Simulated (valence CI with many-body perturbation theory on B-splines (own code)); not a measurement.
## Sensitivity of CI+MBPT for Cs⁴²⁺

Calculated by configuration interaction combined with many-body perturbation theory (CI+MBPT): three valence electrons over a frozen Dirac-Fock core [Ne], a basis of 6 s, 6 p, 5 d, 3 f, 1 g functions for each j, with the one-electron correlation potential Σ1, the two-electron term Σ2, the three-electron term Σ3, Breit, model QED; selected CI, second order for the rest, scaled by the run's own slope (own B-spline code, finite nucleus).

No measured spectrum was set against this ion. As an estimate, large intervals hold to a few tenths of a per cent, small ones and those within an open d or f shell to about a per cent.

The reference run has the lowest level (3s^2 3p1/2) J=1/2 and an ionisation energy of 3214.97 eV. Its largest variational space holds 2842 state functions.

Levels are named by their leading jj configuration (3d3/2^4 stands for four electrons in 3d with j = 3/2), which in mixed levels can hold well under half, so a name can repeat and another be missing. Letters in brackets count levels of one name in rising energy.

Changed runs:
A. natural orbitals for correlation on → off
B. size limit of the variational space 10000 → 1500; second order for the rest on → off
C. box radius (bohr) 1.9602 → 4.93
D. box radius (bohr) 1.9602 → 0.74 (bad on purpose)

Excitation energies of the reference run in cm⁻¹, and shifts in cm⁻¹:

```tsv
Level	Reference	A	B	C
(3s^2 3p3/2) J=3/2	725603	-110	+36	-0.3
(3s 3p1/2^2) J=1/2	841960	-196	+0.1	+0.3
(3s 3p1/2 3p3/2) J=3/2 [a]	1421480	-1006	+22	0
(3s 3p1/2 3p3/2) J=5/2	1514440	-411	+50	0
(3s 3p1/2 3p3/2) J=3/2 [b]	1641580	+115	+45	-0.1
(3s 3p1/2 3p3/2) J=1/2	1707220	+574	+0.5	+0.1
(3s^2 3d3/2) J=3/2	2007530	+1099	+86	-0.8
(3s^2 3d5/2) J=5/2	2077740	-289	+65	-0.9
(3s 3p3/2^2) J=5/2	2288830	+663	+65	-0.5
(3s 3p3/2^2) J=1/2	2436990	+876	+0.6	-0.2
(3s 3p3/2^2) J=3/2	2477120	+844	+59	-0.2
(3p1/2^2 3p3/2) J=3/2	2497490	+11	+57	+0.1
Ionisation energy (eV)	3214.97	-0.18	0	-0.00022
```

Run D: It gave no result. The program said: "need at least one array to concatenate".
